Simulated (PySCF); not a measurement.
## ¹⁹F chemical shifts

- geometry from GFN2-xTB
- GIAO PBE0/pcSseg-1 shieldings
- run in PySCF 2.14
- non-relativistic Hamiltonian, equivalent nuclei averaged, a single conformation, gas phase

Shieldings were converted by a linear fit to measured shifts: ¹⁹F (scatter 6.0 ppm rms, 7.0 ppm with the 5 outliers that the fit left out vs CFCl3, solution or neat liquid, with a term for F on sp3 carbon). A few per cent of atoms miss by over 2 rms, more outside the fitted compound classes.

**Question.** Give the ¹⁹F shifts of `O=C1CC=C(F)[SiH2]1`, `C=C(CCl)[C@@H]([SiH3])C(F)(F)F`, `CC[C@]([SiH3])(Cl)C(F)=C(F)F`, `O=C[C@@H]1CCOC[C@H](F)O1`, `FCC(F)(F)[Si]1(CCl)CC1`, `FC(F)[C@@]1(F)CC[C@H](F)C1`, `FC(F)(F)[SiH2]C1(Cl)CCC1`.

**Answer.** 
| compound | environment | δ (ppm) |
| --- | --- | --- |
| O=C1CC=C(F)[SiH2]1 | vinylic fluorine | -108.4 |
| C=C(CCl)[C@@H]([SiH3])C(F)(F)F | fluorine of a CF3 group (×3) | -59.4 |
| [CH3:1][CH2:2][C@:3]([SiH3:4])([Cl:5])[C:6]([F:7])=[C:8]([F:9])[F:10] | F9: vinylic fluorine | -93.4 |
| [CH3:1][CH2:2][C@:3]([SiH3:4])([Cl:5])[C:6]([F:7])=[C:8]([F:9])[F:10] | F10: vinylic fluorine | -104.2 |
| [CH3:1][CH2:2][C@:3]([SiH3:4])([Cl:5])[C:6]([F:7])=[C:8]([F:9])[F:10] | F7: vinylic fluorine | -160.0 |
| O=C[C@@H]1CCOC[C@H](F)O1 | fluorine on an sp3 carbon | -115.5 |
| [F:1][CH2:2][C:3]([F:4])([F:5])[Si:6]1([CH2:7][Cl:8])[CH2:9][CH2:10]1 | F4/5: fluorine of a CF2 group (×2) | -112.0 |
| [F:1][CH2:2][C:3]([F:4])([F:5])[Si:6]1([CH2:7][Cl:8])[CH2:9][CH2:10]1 | F1: fluorine on an sp3 carbon | -223.7 |
| [F:1][CH:2]([F:3])[C@@:4]1([F:5])[CH2:6][CH2:7][C@H:8]([F:9])[CH2:10]1 | F3: fluorine of a CF2 group | -124.0 |
| [F:1][CH:2]([F:3])[C@@:4]1([F:5])[CH2:6][CH2:7][C@H:8]([F:9])[CH2:10]1 | F1: fluorine of a CF2 group | -132.8 |
| [F:1][CH:2]([F:3])[C@@:4]1([F:5])[CH2:6][CH2:7][C@H:8]([F:9])[CH2:10]1 | F5: fluorine on an sp3 carbon | -157.2 |
| [F:1][CH:2]([F:3])[C@@:4]1([F:5])[CH2:6][CH2:7][C@H:8]([F:9])[CH2:10]1 | F9: fluorine on an sp3 carbon | -172.9 |
| FC(F)(F)[SiH2]C1(Cl)CCC1 | fluorine of a CF3 group (×3) | -59.7 |
